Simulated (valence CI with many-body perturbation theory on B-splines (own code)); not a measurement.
Results of a calculation; reference values are marked as such.
# From CI to CI+MBPT in Cd³⁴⁺

Method: valence CI with perturbative core correlation (CI+MBPT): four valence electrons over a frozen Dirac-Fock core [Ne], a basis of 11 s, 11 p, 9 d, 7 f, 5 g, 2 h, 1 i functions for each j, with the one-electron correlation potential Σ1, the two-electron term Σ2, the three-electron term Σ3, Breit, model QED; selected CI, second order for the rest (own B-spline code, finite nucleus).

The last digits are not significant, and no measured levels were compared; by estimate large intervals hold to a few tenths of a per cent, small ones and those within an open d or f shell to about a per cent.

Each rung adds one term. CI alone is the Dirac-Coulomb CI over the frozen core; QED comes last and gives the full result, which names the levels. Energies are above (3s^2 3p1/2^2) J=0 on the same rung, in cm⁻¹.

Levels are named by their leading jj configuration (3d3/2^4 stands for four electrons in 3d with j = 3/2), which in mixed levels can hold well under half, so a name can repeat and another be missing. Letters in brackets count levels of one name in rising energy.

```tsv
Level	CI alone	+ Σ1	+ Σ2	+ Σ3	+ Breit	Full
(3s^2 3p1/2 3p3/2) J=1	331356	331841	332299	332417	326607	327308
(3s^2 3p1/2 3p3/2) J=2	376292	376791	377014	377036	370257	370994
(3s^2 3p3/2^2) J=2	739181	740159	740804	740857	728717	730102
(3s^2 3p3/2^2) J=0	836909	837891	838096	837897	826718	828034
(3s 3p1/2^2 3p3/2) J=2	1012530	1011470	1012380	1012860	1011770	1005450
(3s 3p1/2^2 3p3/2) J=1	1153170	1152130	1151540	1151880	1150580	1144820
(3s 3p1/2 3p3/2^2) J=2 [a]	1310360	1309730	1311140	1311680	1305130	1300220
(3s^2 3p1/2 3d3/2) J=2	1346920	1346010	1345340	1345310	1336080	1335470
(3s 3p1/2 3p3/2^2) J=3	1386340	1385770	1386690	1387150	1378340	1373810
(3s 3p1/2 3p3/2^2) J=0	1486590	1485990	1486340	1486620	1480860	1475570
(3s 3p1/2 3p3/2^2) J=1 [a]	1503240	1502510	1500120	1500060	1493230	1489530
(3s 3p1/2 3p3/2^2) J=2 [b]	1530210	1529660	1528330	1528300	1518120	1515780
(3s^2 3p1/2 3d5/2) J=3	1547500	1547000	1545100	1544670	1531930	1531240
(3s^2 3p1/2 3d3/2) J=1	1565140	1564380	1561180	1560820	1553290	1550200
(3s^2 3p1/2 3d5/2) J=2	1614610	1614030	1609680	1609180	1600100	1597290
(3s 3p1/2 3p3/2^2) J=1 [b]	1635330	1634670	1630160	1629990	1623920	1618830
(3s^2 3p3/2 3d5/2) J=2 [a]	1768560	1768490	1769040	1769320	1754150	1752130
(3s^2 3p3/2 3d5/2) J=4	1832070	1832080	1831480	1831240	1812020	1812780
(3s^2 3p3/2 3d3/2) J=1	1863890	1863440	1859390	1858870	1845680	1844820
(3s^2 3p3/2 3d3/2) J=2	1868850	1868350	1863130	1862480	1849210	1848250
(3s^2 3p3/2 3d3/2) J=3	1877360	1876960	1872810	1872030	1856230	1856340
(3s^2 3p3/2 3d3/2) J=0	1879670	1879210	1875370	1874670	1861510	1861380
(3s^2 3p3/2 3d5/2) J=1	2001570	2001500	1998220	1997620	1982760	1981040
(3s^2 3p3/2 3d5/2) J=2 [b]	2017390	2017270	2012540	2011890	1997320	1994930
(3s^2 3p3/2 3d5/2) J=3	2023010	2022900	2018210	2017050	1999080	1999600
(3s 3p1/2^2 3d3/2) J=1	2044610	2042130	2041440	2041500	2038530	2031240
(3s 3p1/2^2 3d3/2) J=2	2065810	2063370	2062560	2062640	2058990	2051460
(3s 3p3/2^3) J=1	2124750	2124610	2119090	2118040	2104150	2101590
(3s 3p1/2^2 3d5/2) J=3	2174260	2172210	2170910	2170860	2163410	2156400
(3p1/2^2 3p3/2^2) J=2	2181570	2179480	2178480	2179030	2174550	2165150
(3s 3p1/2 3p3/2 3d3/2) J=0 [a]	2304250	2302190	2301980	2302370	2297270	2288850
```

Question: How does the ionisation energy move along the ladder, and which term matters most?

Answer: CI alone 2195.0, + Σ1 2195.9, + Σ2 2195.9, + Σ3 2195.7, + Breit 2193.7, + QED 2193.8 eV. The largest step is Breit, -2.0 eV. NIST lists 2195 ± 4 eV (semi-empirical).
